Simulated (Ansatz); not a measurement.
`NP(O)S` + `[OH][Al]([Cl])[Cl]` → `NP(O)O` + `[SH][Al]([Cl])[Cl]`  (redistribution)

Isolated molecules relaxed with PBE0-D4/def2-TZVP in Ansatz; ΔE leaves out vibrations. CCSD(T)/CBS is the MP2 limit (def2-TZVPP, def2-QZVPP) plus CCSD(T) − MP2 in def2-TZVPP, frozen cores. Functionals use def2-TZVPP. B3LYP here is the variant with VWN-RPA as its local correlation; programs differ in this. Each species was taken in one conformer, which may not be the lowest.

`NP(O)S`:

```xyz
8

N    -0.440   -0.006   -1.368
P    -0.318    0.592    0.189
O     1.277    0.429    0.598
S    -1.069   -1.191    1.068
H    -0.010   -0.889   -1.606
H    -0.394    0.672   -2.112
H     1.609    1.270    0.925
H    -0.656   -0.877    2.307
```

`[OH][Al]([Cl])[Cl]`:

Z-matrix (Å, degrees):
```
Al
O 1 1.677
Cl 1 2.080 2 121.5
Cl 1 2.070 2 118.5 3 -179.9
H 2 0.956 1 123.2 3 -0.1
```

`NP(O)O`:

Z-matrix (Å, degrees):
```
N
P 1 1.672
H 1 1.008 2 115.5
H 1 1.013 2 117.7 3 137.0
O 2 1.646 1 100.5 3 164.7
O 2 1.642 1 99.5 3 -97.7
H 5 0.962 2 110.3 1 -93.1
H 6 0.962 2 111.6 1 -176.5
```

`[SH][Al]([Cl])[Cl]`:

```xyz
5

S     0.464   -0.978   -1.337
Al    0.031    0.494    0.179
Cl    0.683    2.446   -0.099
Cl   -1.021   -0.014    1.900
H    -0.158   -1.948   -0.643
```

| level | ΔE (kJ/mol) | difference from CCSD(T)/CBS |
| --- | --- | --- |
| LDA (SPW92) | -4.1 | -0.8 |
| revPBE-D4 | 3.1 | 6.4 |
| PBE0-D4 | -4.5 | -1.2 |
| B3LYP-D4 | 1.0 | 4.3 |
| CAM-B3LYP-D4 | -3.2 | 0.1 |
| ωB97X-V | -5.9 | -2.6 |
| PBE-QIDH | -6.3 | -3.0 |
| PBE0 | -5.3 | -2.0 |
| CCSD(T)/def2-SVP | -3.9 | -0.6 |
| SCS-MP2/def2-TZVPP | -2.9 | 0.4 |
| CCSD(T)/CBS | -3.3 | 0 |

Largest T1 diagnostic among the species: 0.013.

Leaving LDA and LC-ωPBE aside and taking each functional with its dispersion term where it has one, the values, not all of them listed here, spread over 12.1 kJ/mol, from PBE-QIDH to BLYP-D4. LDA lies −3.0 kJ/mol from PBE without D4. From r2SCAN to r2SCAN0 (25 % exact exchange), in def2-TZVPP and without D4, ΔE moves by −3.0 kJ/mol. In def2-TZVPP, CCSD(T) changes the Hartree–Fock value by +9.1 kJ/mol (the triples alone add +1.2 kJ/mol) and MP2 by +12.4 kJ/mol.
